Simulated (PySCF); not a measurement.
CHO₂, SMILES [O]C=O (connectivity only; charge and spin as stated), charge -1, multiplicity 1. Atoms are numbered in the order given.

```xyz
4

O      0.0000     1.1310     0.2084
C      0.0000     0.0000    -0.3136
O      0.0000    -1.1310     0.2084
H      0.0000     0.0000    -1.4521
```
Charge -1, spin multiplicity 1.

Coordinates come from a PBE0-D3(BJ)/def2-TZVPD optimisation. The multiplicity is an assumed one; other spin states were not compared. The isomer is the one that the SMILES or the coordinates give; other isomers of the formula were not compared.

Calculation: PBE/def2-TZVPD (PySCF).

The molecule is in vacuum. A positive occupied level means that this level leaves the electron formally unbound; only the finite basis holds it.

- total energy = -189.09430 hartree
- point group = C2v
- highest occupied level = 0.29 eV
- lowest empty level = 4.23 eV
- orbital gap = 3.93 eV
- dipole moment about the centre of nuclear charge = 1.18 D
- mean static polarisability = 39.0 bohr³ (5.78 Å³)
- polarisability, principal values = 26.0, 44.3, 46.7 bohr³
